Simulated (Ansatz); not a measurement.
Ansatz (a first-principles code) input (CCSD(T)/aug-cc-pVDZ):

Ansatz 0.2 input:
```yaml
crystal:
  periodic: [false, false, false]
  atoms:
    - {symbol: B, position_ang: [-0.96009521, 0.13120463, -0.01370137]}
    - {symbol: N, position_ang: [0.63504834, -0.13477306, -0.03981207]}
    - {symbol: H, position_ang: [-1.21385758, 1.20242986, -0.47732170]}
    - {symbol: H, position_ang: [-1.43957867, -0.29568526, 0.99363338]}
    - {symbol: H, position_ang: [0.83054334, -1.10846828, 0.17477974]}
    - {symbol: H, position_ang: [1.17231349, 0.43494880, 0.62287371]}
    - {symbol: H, position_ang: [1.00571709, 0.05416318, -0.96677382]}
basis:
  gaussian:
    orbitals: aug-cc-pVDZ
magnetization: {spin_polarized: true, initial_magnetization: 1}
correlation: {method: ccsd_t, electrons: outside_noble_gas}
output: {forces: true}
```

End of the output:

```
cycle   9  -8.62610948 eV  change    1.2e-5 eV  update   2.9e-5
cycle  10  -8.62610434 eV  change    5.1e-6 eV  update   1.3e-5
cycle  11  -8.62610634 eV  change   -2.0e-6 eV  update   5.5e-6
cycle  12  -8.62610715 eV  change   -8.1e-7 eV  update   2.3e-6
perturbative correction -0.22504858 eV, -0.0082703827 hartree
the calculation of the forces begins
Total energy: -2240.04128701 eV, -82.3199989430 hartree
Atom 0 at    -0.960095     0.131205    -0.013701 Å, force    -0.146796    -0.204460    -0.230761 eV/Å
Atom 1 at     0.635048    -0.134773    -0.039812 Å, force     0.081335     0.095407     0.109650 eV/Å
Atom 2 at    -1.213858     1.202430    -0.477322 Å, force    -0.064123     0.401804    -0.146953 eV/Å
Atom 3 at    -1.439579    -0.295685     0.993633 Å, force    -0.145486    -0.138199     0.383261 eV/Å
Atom 4 at     0.830543    -1.108468     0.174780 Å, force     0.080547    -0.295380     0.051822 eV/Å
Atom 5 at     1.172313     0.434949     0.622874 Å, force     0.063298     0.099857     0.111414 eV/Å
Atom 6 at     1.005717     0.054163    -0.966774 Å, force     0.131225     0.040971    -0.278432 eV/Å
Dipole moment:     1.149507    -0.122203     0.051934 e Å
```

It need not be the lowest isomer of its formula.
